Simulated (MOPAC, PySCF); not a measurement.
System: SiH$_{2}$F$_{2}$, charge 0, multiplicity 1. SMILES: F[SiH2]F
Coordinates optimised at B3LYP-D3(BJ)/def2-TZVP (Ansatz):
```
Si
F 1 1.5916
F 1 1.5916 2 107.98
H 1 1.4696 2 108.50 3 -117.41
H 1 1.4696 4 114.67 2 121.46
```

Unscaled harmonic wavenumbers (cm⁻¹) in rising order, each level at the stationary point that it reaches from this structure (no distance between atoms moves by over 0.3 Å); the order of modes can differ between levels, and a negative number is imaginary. B3LYP-D3(BJ)/def2-TZVP (PySCF, at the structure above): 315, 712, 735, 859, 899, 978, 989, 2290, 2301.

PM3 (MOPAC): 289, 614, 761, 847, 885, 898, 950, 1948, 1968. Zero-point energy 13.1 against 14.4 kcal/mol; where all levels lie over 400 cm⁻¹, the wavenumbers are on average 0.932 times those of B3LYP-D3(BJ)/def2-TZVP.

PM6 (MOPAC): 231, 571, 651, 683, 693, 930, 938, 2170, 2179. Zero-point energy 12.9 against 14.4 kcal/mol; where all levels lie over 400 cm⁻¹, the wavenumbers are on average 0.881 times those of B3LYP-D3(BJ)/def2-TZVP.
